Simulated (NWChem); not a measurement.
System: silicon dioxide molecule (SiO$_{2}$); SMILES O=[Si]=O

Output (shortened):

```
             Northwest Computational Chemistry Package (NWChem) 7.3.0
             --------------------------------------------------------

                             Geometry "geometry" -> ""
                             -------------------------

 Output coordinates in angstroms (scale by  1.889725989 to convert to a.u.)

  No.       Tag          Charge          X              Y              Z
 ---- ---------------- ---------- -------------- -------------- --------------
    1 O                    8.0000     0.00000000     0.00000000    -1.50599200
    2 Si                  14.0000     0.00000000     0.00000000     0.00000000
    3 O                    8.0000     0.00000000     0.00000000     1.50599200

 Effective nuclear repulsion energy (a.u.)      89.9535825847

                              NWChem Property Module
                              ----------------------

                                 NWChem DFT Module
                                 -----------------

 Summary of "ao basis" -> "ao basis" (spherical)
 ------------------------------------------------------------------------------
       Tag                 Description            Shells   Functions and Types
 ---------------- ------------------------------  ------  ---------------------
 O                         def2-svpd                 9       23   4s3p2d
 Si                        def2-svpd                10       24   5s3p2d

            General Information
            -------------------
          SCF calculation type: DFT
          Wavefunction type:  closed shell.
          No. of atoms     :     3
          No. of electrons :    30
           Alpha electrons :    15
            Beta electrons :    15
          Charge           :     0
          Spin multiplicity:     1
          Use of symmetry is: off; symmetry adaption is: off
          Maximum number of iterations: 150
          AO basis - number of functions:    70
                     number of shells:    28
          Convergence on energy requested:  1.00D-06
          Convergence on density requested:  1.00D-05
          Convergence on gradient requested:  5.00D-04

              XC Information
              --------------
                         B3LYP Method XC Potential
                     Hartree-Fock (Exact) Exchange  0.200
                        Slater Exchange Functional  0.800 local
                    Becke 1988 Exchange Functional  0.720 non-local
              Lee-Yang-Parr Correlation Functional  0.810
                  VWN I RPA Correlation Functional  0.190 local

             Grid Information
             ----------------
          Grid used for XC integration:  medium
          Radial quadrature: Mura-Knowles
          Angular quadrature: Lebedev.
          Tag              B.-S. Rad. Rad. Pts. Rad. Cut. Ang. Pts.
          ---              ---------- --------- --------- ---------
          O                   0.60       49          11.0       434
          Si                  1.10       88           9.0       590
          Grid pruning is: on
          Number of quadrature shells:   186
          Spatial weights used:  Erf1

      Superposition of Atomic Density Guess
      -------------------------------------

 Sum of atomic energies:        -438.12743730

      Non-variational initial energy
      ------------------------------

 Total energy =    -438.498950
 1-e energy   =    -784.878177
 2-e energy   =     256.425645
 HOMO         =      -0.507124
 LUMO         =      -0.133862

   convergence    iter        energy       DeltaE   RMS-Dens  Diis-err
 ---------------- ----- ----------------- --------- --------- ---------
 d= 0,ls=0.0,diis     1   -439.5779918303 -5.30D+02  4.32D-02  1.39D+00
 d= 0,ls=0.0,diis     2   -438.8036000871  7.74D-01  2.86D-02  8.71D+00
 d= 0,ls=0.0,diis     3   -439.7583314945 -9.55D-01  2.55D-03  8.34D-03
 d= 0,ls=0.0,diis     4   -439.7590786310 -7.47D-04  6.21D-04  1.26D-03
 d= 0,ls=0.0,diis     5   -439.7592058350 -1.27D-04  1.23D-04  1.70D-05
  Resetting Diis
 d= 0,ls=0.0,diis     6   -439.7592080247 -2.19D-06  1.37D-05  1.52D-07
 d= 0,ls=0.0,diis     7   -439.7592080511 -2.64D-08  2.08D-06  7.60D-09

         Total DFT energy =     -439.759208051094
      One electron energy =     -786.290564474768
           Coulomb energy =      294.656725966129
    Exchange-Corr. energy =      -38.078952127171
 Nuclear repulsion energy =       89.953582584717

 Numeric. integr. density =       30.000000668199

                       DFT Final Molecular Orbital Analysis
                       ------------------------------------

 Vector   13  Occ=2.000000D+00  E=-4.002793D-01
              MO Center= -3.6D-10, -1.1D-09,  4.6D-05, r^2= 2.5D+00
   Bfn.  Coefficient  Atom+Function         Bfn.  Coefficient  Atom+Function
  ----- ------------  ---------------      ----- ------------  ---------------
     6      0.280476  1 O  py                53      0.280488  3 O  py
     5      0.252661  1 O  px                52      0.252672  3 O  px
     9      0.191461  1 O  py                56      0.191468  3 O  py
    33      0.188417  2 Si py                 8      0.172474  1 O  px
    55      0.172480  3 O  px                32      0.169732  2 Si px

[...]

 DFT Linear Response polarizability / au
 Frequency  =       0.0773000 / au
 Wavelength =     589.4353558 / nm
              X              Y              Z
 -----------------------------------------------
 X      25.8831879     -0.0000000      0.0000001
 Y      -0.0000000     25.8831879     -0.0000001
 Z       0.0000009      0.0000001     40.3830654
 -----------------------------------------------
 Eigenvalues =      25.8831879     25.8831879     40.3830654
 Isotropic   =      30.7164804
 Anisotropic =      14.4998775
 -----------------------------------------------

 Magnetic Dipole Response Matrix (nonzero elements):

 Exiting AOResponse driver routine
```

Level: B3LYP/def2-SVPD. Geometry: optimised at PBE0-D3(BJ)/def2-TZVP. B3LYP is NWChem's, with the RPA form of VWN correlation.

Problem. Which NWChem input produces such a log?

Solution. Several could match; the one computed here: the input that was run:
```
start job
memory heap 200 mb stack 900 mb global 1100 mb
geometry units angstroms noautosym nocenter noautoz
  O      0.000000     0.000000    -1.505992
  Si     0.000000     0.000000     0.000000
  O      0.000000     0.000000     1.505992
end
basis spherical
  * library def2-svpd
end
dft
  xc b3lyp
  iterations 150
end
property
  response 1 0.0773
end
task dft property
```
